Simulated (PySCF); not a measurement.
C3H5BO3, SMILES O=C1OCB1CO.

Geometry: B3LYP-D3(BJ)/def2-SVP. The structure was generated by enumeration, and PubChem lists no compound with its InChIKey, so it may never have been made. One conformer was computed; it need not be the lowest.

Two levels are set side by side: TDA-PBE/def2-SVPD (PySCF) and TDA-B3LYP/def2-SVPD (PySCF). Vertical, same geometry. The lowest singlet is HOMO→LUMO 98 % with PBE and HOMO→LUMO 98 % with the other functional; states are paired by order. Differences are taken from unrounded values.

| quantity | TDA-PBE |
|---|---|
| lowest singlet excitation (eV) | 2.79 |
| lowest triplet excitation (TDA) (eV) | 2.28 |

Q: These are the TDA-PBE values. What does TDA-B3LYP give? (The exact figures need the calculation; the answer reports its results.)

A: 
| quantity | TDA-B3LYP | TDA-PBE minus TDA-B3LYP |
|---|---|---|
| lowest singlet excitation (eV) | 3.28 | -0.49 |
| lowest triplet excitation (TDA) (eV) | 2.71 | -0.43 |

Functionals without exact exchange tend to place singlet excitations lower, as here. Differences between two approximate levels are no errors against the true value.

Rough cost on one machine, each run with all the roots and properties that it gave: TDA-B3LYP against TDA-PBE about 2 times.
